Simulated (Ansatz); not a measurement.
Geometry optimisation, RKS B3LYP-D4/def2-SVP in Ansatz.

Input:

```yaml
crystal:
  periodic: [false, false, false]
  atoms:
    - { symbol: Ge, position_ang: [0.250581, 0.053419, -0.001338] }
    - { symbol: Cl, position_ang: [0.306516, 0.049963, 2.19517] }
    - { symbol: H, position_ang: [1.661149, -0.081938, -0.57093] }
    - { symbol: F, position_ang: [-0.433612, 1.517628, -0.597068] }
    - { symbol: F, position_ang: [-0.690225, -1.294357, -0.543006] }
    - { symbol: S, position_ang: [-3.055381, 0.17307, 1.003978] }
    - { symbol: H, position_ang: [-2.97426, -0.990022, 0.320984] }
    - { symbol: H, position_ang: [-2.237469, -0.300564, 2.00771] }
basis:
  gaussian: { orbitals: def2-SVP }
hamiltonian:
  xc: b3lyp
  dispersion: d4
relax:
  f_tol: 0.03
  max_steps: 50
```

Command:

```bash
$ ansatz run input.yaml --threads 4 --pin off --max-ram 5120MiB --backend cpu --events-out ev --progress --plain --runs-dir out
```

**Question.** Where does it end, and by what steps?

**Answer.** The forces met the threshold. After 6 steps the energy has fallen by 0.105 eV; H8 moved furthest, 0.45 Å.

```
step  energy less start (eV)  largest force component (eV/Å)  accepted
   0                  0.0000                           0.695       yes
   1                 -0.0775                           0.298       yes
   2                 -0.0956                           0.143       yes
   3                 -0.0985                           0.114       yes
   4                 -0.1024                           0.127       yes
   5                 -0.1045                           0.042       yes
   6                 -0.1049                           0.027       yes
```

```xyz
8
Properties=species:S:1:pos:R:3
Ge 0.394 0.060 -0.040
Cl 0.457 0.095 2.097
H 1.763 -0.139 -0.682
F -0.323 1.514 -0.621
F -0.654 -1.233 -0.526
S -3.353 0.068 1.100
H -2.805 -0.883 0.310
H -2.652 -0.354 2.176
```

Whether the end is a true minimum wasn't checked by a vibrational analysis.

Run time: 6.5 s on 4 threads of AMD EPYC 9R45 96-Core Processor (Zen 5), with other jobs on the host, peak memory 0.3 GiB.
